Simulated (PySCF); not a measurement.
## Electron correlation in Os (osmium, neutral)

[Xe] 4f14 5d6 6s2, high-spin 5D determinant. All numbers are calculated (PySCF 2.14, scalar relativity by spin-free X2C-1e, in x2c-TZVPPall with one added diffuse shell each of s, p, d, f type (12s8p8d4f1g, 113 functions)). Frozen: [Xe] 4f14; 8 electrons correlated.

| level | correlation energy (mhartree) |
| --- | --- |
| CCSD | -180.75 |
| (T) | -8.24 |
| CCSD(T) | -188.99 |

Diagnostics: T1 = 0.023, D1 = 0.0842, largest double amplitude 0.048.

Spin-orbit coupling, absent here, splits the open shell strongly.

Cost of the coupled-cluster step: of the order of 30 core-seconds, for 8 correlated electrons.
